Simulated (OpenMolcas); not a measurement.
**Zr2+: Racah parameters, the spin-orbit constant, worked from levels**

| Property | Result |
| --- | --- |
| Program | OpenMolcas 26.06 |
| Basis | ANO-RCC-VQZP [8s7p5d3f2g1h] |
| Scalar Hamiltonian | DKH2, point nucleus |
| Active space | 2 electrons in 6 orbitals (4d 5s) |
| State averaging | 2S+1 = 3 even, 15 roots; 2S+1 = 1 even, 21 roots kept (CI in the orbitals of an earlier block) |
| Spin-orbit coupling | state interaction with AMFI integrals over the reference wave functions, term energies averaged over their components |

Methods: CASSCF; MS-CASPT2, IPEA 0.25 Eh, imaginary shift 0.1 Eh (closed shells correlated: 4s 4p). Measured levels: Moore, Atomic Energy Levels, vol. II, NSRDS-NBS 35 (1971 reprint of NBS Circular 467, 1952); NIST levels as listed in Rynkun, Gaigalas and Jonsson, Astron. Astrophys. 637, A10 (2020).

**Racah parameters.** Above 3F, d2 has 3P at 15B, 1G at 12B + 2C and 1D at 5B + 2C. The first two fix B and C, and the third tests them; where it misses by thousands of cm-1, two parameters do not describe the configuration (Trees and configuration-interaction terms are left out) and B and C hang on the terms chosen. Term energies are centres of gravity, weighted by 2J + 1.

```json
{"Source": "CASSCF", "3P": "9949", "1G": "13167", "B": "663", "C": "2604", "C/B": "3.93", "1D from B, C": "8523", "1D found": "6322"}
{"Source": "MS-CASPT2", "3P": "8222", "1G": "10173", "B": "548", "C": "1798", "C/B": "3.28", "1D from B, C": "6336", "1D found": "4513"}
{"Source": "measured", "3P": "7717", "1G": "10185", "B": "514", "C": "2006", "C/B": "3.90", "1D from B, C": "6582", "1D found": "4878"}
```

Energies in cm-1. From CASSCF to MS-CASPT2, B changes by -17.3 % and C by -31.0 %. Against the measured terms, MS-CASPT2 has B off by +6.6 % and C by -10.4 %.

**The spin-orbit constant.** For the Hund term 3F of d2, E(J) = (A/2) J(J+1) + constant and ζ = 2S·A = 2A. From J = 2 to J = 4 the energy changes by 7 A.

```tsv
Source	E(4) - E(2)	A	ζ
CASSCF	1527.3	218.2	436
MS-CASPT2	1543.3	220.5	441
measured	1486.4	212.3	425
```

All in cm-1. MS-CASPT2 is off by +3.8 % and CASSCF by +2.8 %. Both methods take the spin-orbit matrix elements from the reference wave functions, so the second can move ζ only through the term energies and any multistate remixing. Second-order mixing with other terms is absorbed into this ζ.

Term energies are means over components that CASPT2 splits; among the terms shown or strongly mixed into the levels shown the widest spread is 740 cm-1 (4d2 1G, MS-CASPT2). Terms from blocks run as CI alone lack orbitals of their own. Without dynamic correlation excited terms often stand tens of per cent too high (terms of higher spin than the ground term too low), and those without a measured partner can miss by more than the paired ones (holds for CASSCF). Computed and measured levels are paired by configuration, term and J; levels that our copy of the source lacks, or whose pairing is in doubt (as where it misses far off the trend of its configuration), stay unpaired and out of the deviations. Levels of configurations outside the active space are missing.
